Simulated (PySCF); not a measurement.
PySCF job for ClCs, SMILES [Cl][Cs] (connectivity only; charge and spin as stated), charge +1, multiplicity 2, TDA-CAM-B3LYP/def2-TZVPD. Geometry optimised at B3LYP-D3(BJ)/def2-TZVPD. The spin state was assumed, not searched. The def2 effective core potentials stand for the cores of Cs; spin–orbit coupling is left out.

```python
import numpy as np
from pyscf import gto, scf, dft, tdscf

mol = gto.M(
    atom='''
    Cs    0.00000000    0.00000000   -0.98553018
    Cl    0.00000000    0.00000000    3.18848001
    ''',
    basis='def2-TZVPD',
    ecp={'Cs': 'def2-tzvp'},
    charge=1,
    spin=1,
    max_memory=1600,
    verbose=4,
)
mf = dft.UKS(mol, xc='cam-b3lyp').density_fit(auxbasis='def2-universal-jkfit')
mf.grids.level = 3
mf.conv_tol = 1e-9
mf.max_cycle = 100
mf.kernel()
fine, coarse = mf.grids, dft.Grids(mol).set(level=1).build(with_non0tab=True)
for _ in range(3):  # follow internal instabilities
    mf.grids = coarse
    mo, _, stable, _ = mf.stability(return_status=True, nroots=4)
    mf.grids = fine
    if stable:
        break
    mf.kernel(mf.make_rdm1(mo, mf.mo_occ))
mf.grids = dft.Grids(mol).set(level=1).build(with_non0tab=True)  # coarser grid for the response kernel
td = tdscf.TDA(mf)
td.nstates = 10
td.conv_tol = 1e-4
td.positive_eig_threshold = 1e-6
td.kernel(x0=td.get_init_guess(mf, 15))
td.analyze(verbose=3)
```

Program output:

```
PySCF version 2.14.0

[INPUT] verbose = 4
[INPUT] num. atoms = 2
[INPUT] num. electrons = 25
[INPUT] charge = 1
[INPUT] spin (= nelec alpha-beta = 2S) = 1
[INPUT] symmetry False subgroup None
[INPUT] Mole.unit = angstrom
[INPUT] Symbol           X                Y                Z      unit          X                Y                Z       unit  Magmom
[INPUT]  1 Cs     0.000000000000   0.000000000000  -0.985530180000 AA    0.000000000000   0.000000000000  -1.862382127693 Bohr   0.0
[INPUT]  2 Cl     0.000000000000   0.000000000000   3.188480010000 AA    0.000000000000   0.000000000000   6.025353972550 Bohr   0.0

nuclear repulsion = 19.3972006740022
number of shells = 28
number of NR pGTOs = 115
number of NR cGTOs = 78
basis = def2-TZVPD
ecp = {'Cs': 'def2-tzvp'}


[settings echo left out]
init E= -476.842951154959
  alpha nocc = 13  HOMO = -0.471171994591205  LUMO = -0.186131779684228

WARN: beta  nocc = 12  HOMO -0.471171994591255 >= LUMO -0.471171994591218


WARN: HOMO -0.471171994591205 >= LUMO -0.471171994591218

cycle= 1 E= -480.124729918475  delta_E= -3.28  |g|= 0.156  |ddm|= 1.35
  alpha nocc = 13  HOMO = -0.559493515155696  LUMO = -0.157299540893234
  beta  nocc = 12  HOMO = -0.542012037873378  LUMO = -0.331183341066932
  HOMO = -0.542012037873  LUMO = -0.331183341067  gap/eV = 5.73694
cycle= 2 E= -480.136430129005  delta_E= -0.0117  |g|= 0.0339  |ddm|= 0.363
  alpha nocc = 13  HOMO = -0.547726761577703  LUMO = -0.161949106716641
  beta  nocc = 12  HOMO = -0.53162857756825  LUMO = -0.314350951691516
  HOMO = -0.531628577568  LUMO = -0.314350951692  gap/eV = 5.91243
cycle= 3 E= -480.136877382299  delta_E= -0.000447  |g|= 0.0116  |ddm|= 0.0636
  alpha nocc = 13  HOMO = -0.550593680598984  LUMO = -0.161812171285447
  beta  nocc = 12  HOMO = -0.534900898396014  LUMO = -0.315955670963842
  HOMO = -0.534900898396  LUMO = -0.315955670964  gap/eV = 5.95780
cycle= 4 E= -480.136920942688  delta_E= -4.36e-05  |g|= 0.00247  |ddm|= 0.00898
  alpha nocc = 13  HOMO = -0.549784419282958  LUMO = -0.161635038259799
  beta  nocc = 12  HOMO = -0.534281878473845  LUMO = -0.314837250470585
  HOMO = -0.534281878474  LUMO = -0.314837250471  gap/eV = 5.97139
cycle= 5 E= -480.136924432096  delta_E= -3.49e-06  |g|= 0.000274  |ddm|= 0.0032
  alpha nocc = 13  HOMO = -0.549792112683388  LUMO = -0.161664772131981
  beta  nocc = 12  HOMO = -0.534310385603637  LUMO = -0.314812505412537
  HOMO = -0.534310385604  LUMO = -0.314812505413  gap/eV = 5.97284
cycle= 6 E= -480.136924497828  delta_E= -6.57e-08  |g|= 2.68e-05  |ddm|= 0.000503
  alpha nocc = 13  HOMO = -0.549800383766132  LUMO = -0.161663208842089
  beta  nocc = 12  HOMO = -0.53431627084547  LUMO = -0.314818203345926
  HOMO = -0.534316270845  LUMO = -0.314818203346  gap/eV = 5.97285
cycle= 7 E= -480.136924498604  delta_E= -7.76e-10  |g|= 1.05e-05  |ddm|= 6.21e-05
  alpha nocc = 13  HOMO = -0.549799087859251  LUMO = -0.161663138129843
  beta  nocc = 12  HOMO = -0.534314032483574  LUMO = -0.314816529735101
  HOMO = -0.534314032484  LUMO = -0.314816529735  gap/eV = 5.97283
Extra cycle  E= -480.136924498683  delta_E= -7.85e-11  |g|= 5.17e-06  |ddm|= 1.75e-05
converged SCF energy = -480.136924498683  <S^2> = 0.75336354  2S+1 = 2.0033607
tot grids = 15184
uhf_internal: lowest eigs of H = [5.81157264e-05 1.03351218e-02 5.68329921e-01 5.70401429e-01]
<class 'pyscf.df.df_jk.DFUKS'> wavefunction is stable in the internal stability analysis
tot grids = 15184
Overwritten attributes  positive_eig_threshold  of <class 'pyscf.tdscf.uks.TDA'>


******** <class 'pyscf.tdscf.uks.TDA'> for <class 'pyscf.df.df_jk.DFUKS'> ********
nstates = 10
deg_eia_thresh = 1.000e-03
wfnsym = None
conv_tol = 0.0001
eigh lindep = 1e-12
eigh level_shift = 0
eigh max_cycle = 100


Excitation energies (eV)
[0.10298324 0.24487455 7.76020644 7.85960529 8.16908865 8.32112536
 9.26302443 9.27714321 9.28235241 9.33118836]

** Excitation energies and oscillator strengths **
Excited State   1:      0.10298 eV  12039.26 nm  f=0.0000
Excited State   2:      0.24487 eV   5063.17 nm  f=0.0000
Excited State   3:      7.76021 eV    159.77 nm  f=0.0105
Excited State   4:      7.85961 eV    157.75 nm  f=0.0264
Excited State   5:      8.16909 eV    151.77 nm  f=0.0161
Excited State   6:      8.32113 eV    149.00 nm  f=0.0792
Excited State   7:      9.26302 eV    133.85 nm  f=0.0000
Excited State   8:      9.27714 eV    133.64 nm  f=0.0200
Excited State   9:      9.28235 eV    133.57 nm  f=0.0047
Excited State  10:      9.33119 eV    132.87 nm  f=0.0056
```

Self-consistency was reached.
